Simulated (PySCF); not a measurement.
A species of formula C8H13NO has this rotational fingerprint, computed with PBE0/pcSseg-1 in PySCF (dipole) on a GFN2-xTB geometry, gas phase:

```
Rotational constants : A = 3016, B = 680.2, C = 589.9 MHz
Dipole components    : |μa| = 2.27 D, |μb| = 0.29 D, |μc| = 0.00 D
Inertial defect      : -53.81 u·Å²
κ                    : -0.93
```

Problem. Which candidate fits, each taken in the one conformer that was computed?
A. `[H]/[N:10]=[C:9]1/[C@@H:5]([CH2:4][CH2:3][O:2][CH3:1])[CH2:6][CH:7]=[CH:8]1` with C1–O2–C3–C4 -177°, O2–C3–C4–C5 178°, C3–C4–C5–C6 174°
B. `[CH2:1]=[C:2]([C:3]([NH2:4])=[O:5])[C@H:6]([CH3:7])[CH:8]1[CH2:9][CH2:10]1` with C1–C2–C3–N4 -50°, C2–C3–N4–H 180° and -2°, C1–C2–C6–C7 -107°, C2–C6–C8–C9 -79°
C. `[CH3:1][C:2](=[O:3])[NH:4][CH:5]=[C:6]1[CH2:7][CH:8]([CH3:9])[CH2:10]1` with C1–C2–N4–C5 -179°, C2–N4–C5–C6 179°
D. `[CH3:1]/[CH:2]=[C:3](/[CH3:4])[C@@H:5]([CH2:6][C:7]#[N:8])[O:9][CH3:10]` with C2–C3–C5–C6 -75°, C3–C5–C6–C7 -66°, C3–C5–O9–C10 65°
E. `[CH3:1][CH:2]=[C:3]=[CH:4][CH2:5][N:6]([CH3:7])[C:8]([CH3:9])=[O:10]` with C3–C4–C5–N6 -111°, C4–C5–N6–C7 68°, C5–N6–C8–C9 -179°
F. `[CH2:1]=[CH:2][CH2:3][C@@H:4]1[N:5]=[CH:6][CH2:7][C@H:8]1[O:9][CH3:10]` with C1–C2–C3–C4 -115°, C2–C3–C4–N5 -172°, C7–C8–O9–C10 -169°

Solution. A. It is [H]/N=C1\C=CC[C@@H]1CCOC, a near-prolate asymmetric top, point group C1. The candidates at the same level (rigid rotor, commonest isotopes):

```
                  SMILES  A (MHz)  B (MHz)  C (MHz)  μa (D)  μb (D)  μc (D)  Δ (u·Å²)  point group                        rotor
      CC(=O)NC=C1CC(C)C1     4190    515.6    475.5    2.02    3.32    0.39    -38.02           C1  near-prolate asymmetric top
       CC=C=CCN(C)C(C)=O     3148    582.7    514.4    2.47    3.59    0.37    -45.38           C1  near-prolate asymmetric top
 C=CC[C@@H]1N=CC[C@H]1OC     1720     1145    804.9    0.86    0.94    1.38   -107.41           C1               asymmetric top
C=C(C(N)=O)[C@H](C)C1CC1     1822    979.6    913.4    0.03    2.36    2.47   -239.94           C1               asymmetric top
 C/C=C(/C)[C@@H](CC#N)OC     1625    971.1    871.7    3.79    0.45    0.17   -251.64           C1               asymmetric top
[H]/N=C1\C=CC[C@@H]1CCOC     3016    680.2    589.9    2.27    0.29    0.00    -53.81           C1  near-prolate asymmetric top
```

`C/C=C(/C)[C@@H](CC#N)OC` has C 48 % too high; `CC=C=CCN(C)C(C)=O` has B 14 % too low; `C=CC[C@@H]1N=CC[C@H]1OC` has B 68 % too high; `CC(=O)NC=C1CC(C)C1` has A 39 % too high; `C=C(C(N)=O)[C@H](C)C1CC1` has C 55 % too high. No structure here is proved a minimum.
